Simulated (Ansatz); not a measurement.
Co, sextet (another spin typed on purpose, not shown lowest); SVWN5/pcseg-1 (Ansatz, an electronic-structure program).

Input for Ansatz:
Ansatz 0.2 input:
```yaml
crystal:
  periodic: [false, false, false]
  atoms:
    - {symbol: Co, position_ang: [0.00000000, 0.00000000, 0.00000000]}
basis:
  gaussian:
    orbitals: pcseg-1.json
hamiltonian:
  xc: {name: SVWN5}
magnetization: {spin_polarized: true, initial_magnetization: 5}
```
The basis file holds pcseg-1 in the JSON format of the Basis Set Exchange.

**Question.** Predict the main parts of the log of this Ansatz run.

**Answer.** 
```
Functional definition: SVWN5
241 factors; integrals over basis functions are off by at most 2.7e-4 eV
mean field evaluation 1: about -37545.2860 eV, gradient 1.0e1 eV
mean field evaluation 2: about -37544.7124 eV, gradient 2.0e1 eV
mean field evaluation 4: about -37545.7261 eV, gradient 8.8e0 eV
mean field evaluation 8: about -37546.2867 eV, gradient 6.3e0 eV
mean field evaluation 16: about -37546.8993 eV, gradient 1.3e-2 eV
mean field evaluation 32: about -37546.7444 eV, gradient 8.1e0 eV
mean field evaluation 64: about -37546.7365 eV, gradient 2.3e0 eV
mean field evaluation 96: about -37546.8993 eV, gradient 9.4e-4 eV
mean field evaluation 128: about -37545.8313 eV, gradient 8.1e0 eV
mean field evaluation 160: about -37546.8404 eV, gradient 1.8e0 eV
mean field evaluation 192: about -37546.8738 eV, gradient 1.5e-1 eV
mean field -37546.89931288 eV, -1379.8230995460 hartree, gradient 2.3e-6 eV, S^2 8.750187; 8 other end points of the search recorded, 0 dependent functions left out
reference -37546.89934036 eV, -1379.8231005559 hartree; 16, 11 occupied and 15, 20 virtual orbitals, 241 factors
Total energy: -37546.89934036 eV, -1379.8231005559 hartree
```
